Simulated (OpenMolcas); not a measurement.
4f⁵ along the 59-electron sequence

| Item | Value |
| --- | --- |
| Program | OpenMolcas 26.06 |
| Method | CASSCF |
| Basis | ANO-RCC-VTZP |
| Scalar Hamiltonian | DKH2, point nucleus |
| Spin-orbit coupling | RASSI with atomic mean-field integrals over the reference wave functions, term energies averaged over their components |

Active space for each ion: 5 electrons in 7 orbitals (4f).

Computed levels in cm-1 above ⁶H°_5/2:

```csv
Level,Pm2+,Sm3+,Eu4+
⁶H°_7/2,836,1088,1390
⁶H°_9/2,1841,2383,3021
⁶H°_11/2,2978,3831,4822
⁶H°_13/2,4215,5390,6737
⁶H°_15/2,5523,7022,8715
⁶F°_1/2,7100,8179,9189
⁶F°_3/2,7330,8454,9502
⁶F°_5/2,7771,9001,10157
⁶F°_7/2,8486,9918,11313
weight of ⁶H° in the lowest level (%),97,97,96
```

The fine-structure level ⁶H°_15/2 changes by a factor of 1.58 from Pm2+ to Eu4+. Its fourth root runs 8.62, 9.15, 9.66, with steps per unit of Z of 0.53, 0.51; equal steps would mean a (Z - σ)^4 law with constant σ.

⁶F°_1/2 changes by a factor of 1.29 over the same range, with steps per unit of Z of +1080, +1010 cm-1.

High states are left out of the spin-orbit mixing, which shifts the levels that they would mix with. Without dynamic correlation excited terms often stand tens of per cent too high (terms of higher spin than the ground term too low), and those without a measured partner can miss by more than the paired ones. Only configurations of the active space appear.

° marks odd parity.
